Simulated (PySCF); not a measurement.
**Electron correlation in Sc²⁺ (scandium, charge +2)**

Starting occupation: [Ar] 4p1, 4p3/2 with m_j = +3/2. All numbers are calculated (PySCF 2.14, X2C-1e with screened-nucleus spin-orbit coupling, Gaussian nucleus, in x2c-TZVPall-2c). Frozen: [Ne]; 9 electrons correlated.

MP2 pair energies summed by pair of shells (mhartree):

```json
{"pair": "3p3/2-3p3/2", "energy": "-65.41", "share (%)": "35.1"}
{"pair": "3p1/2-3p3/2", "energy": "-64.41", "share (%)": "34.5"}
{"pair": "3p1/2-3p1/2", "energy": "-16.80", "share (%)": "9.0"}
{"pair": "3p3/2-3s1/2", "energy": "-12.05", "share (%)": "6.5"}
{"pair": "3p3/2-4p3/2", "energy": "-9.47", "share (%)": "5.1"}
{"pair": "3s1/2-3s1/2", "energy": "-6.81", "share (%)": "3.7"}
{"pair": "3p1/2-3s1/2", "energy": "-6.16", "share (%)": "3.3"}
{"pair": "3p1/2-4p3/2", "energy": "-4.55", "share (%)": "2.4"}
{"pair": "3s1/2-4p3/2", "energy": "-0.78", "share (%)": "0.4"}
```

Total MP2 correlation energy: -186.45 mhartree.

This basis was not built for core-valence correlation, so the inner-shell part is incomplete.
